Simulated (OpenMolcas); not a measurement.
Co4+, Rh4+, Ir4+: d⁵ down the group

```yaml
Program: OpenMolcas
Method: CASSCF
Basis: ANO-R2
Scalar_Hamiltonian: X2C, finite nucleus
Spin-orbit_coupling: state interaction with AMFI integrals over the reference wave functions, term energies averaged over their components
```

Active space for each ion: 5 electrons in 10 orbitals (d d).

Computed levels in cm-1 above ⁶S_5/2:

```csv
Level,Co4+,Rh4+,Ir4+
⁴G_7/2,41489,30105,26982
⁴G_9/2,41531,30316,29057
⁴G_11/2,41536,30252,28073
⁴P_1/2,47689,34782,31704
⁴D_7/2,51537,37041,35289
⁴D_1/2,51627,37931,39624
²I_11/2,59096,42937,39914
²I_13/2,59221,43646,43552
²F_7/2(1),68326,51221,56477
weight of ⁶S in the lowest level (%),100,99,89
```

Mixed levels, with the weight of the term that names them: Rh4+ ²F_7/2(1) (61 %), Ir4+ ⁴G_7/2 (73 %), Ir4+ ⁴P_1/2 (66 %), Ir4+ ⁴D_7/2 (73 %), Ir4+ ⁴D_1/2 (70 %), Ir4+ ²F_7/2(1) (57 %).

Measured, with the error of the calculation in %. Measured levels: Co4+ from Sugar and Corliss, J. Phys. Chem. Ref. Data 10, 1097 (1981).

```
    Level           Co4+
  ⁴G_11/2  37218 (+11.6)
   ⁴P_1/2  41024 (+16.2)
   ⁴D_7/2  44709 (+15.3)
   ⁴D_1/2  44908 (+15.0)
²F_7/2(1)  59455 (+14.9)
```

Without spin-orbit coupling ⁴G lies 41510, 30195, 27866 cm-1 above ⁶S in that order; the difference to the level ⁴G_7/2, of either sign, comes from spin-orbit coupling, which also lowers the zero.

Without dynamic correlation excited terms often stand tens of per cent too high (terms of higher spin than the ground term too low), and those without a measured partner can miss by more than the paired ones. Active for correlation alone: 4d; no level in the range computed is led by a configuration that fills it, so any true level of that kind is missing (holds for Co4+). Active for correlation alone: 5d; no level in the range computed is led by a configuration that fills it, so any true level of that kind is missing (holds for Rh4+). Active for correlation alone: 6d; no level in the range computed is led by a configuration that fills it, so any true level of that kind is missing (holds for Ir4+). Computed and measured levels are paired by configuration, term and J; levels that our copy of the source lacks, or whose pairing is in doubt (as where it misses far off the trend of its configuration), stay unpaired and out of the deviations. Levels of configurations outside the active space are missing.

A number in round brackets counts repeated terms of one configuration in the order of the reference energies.
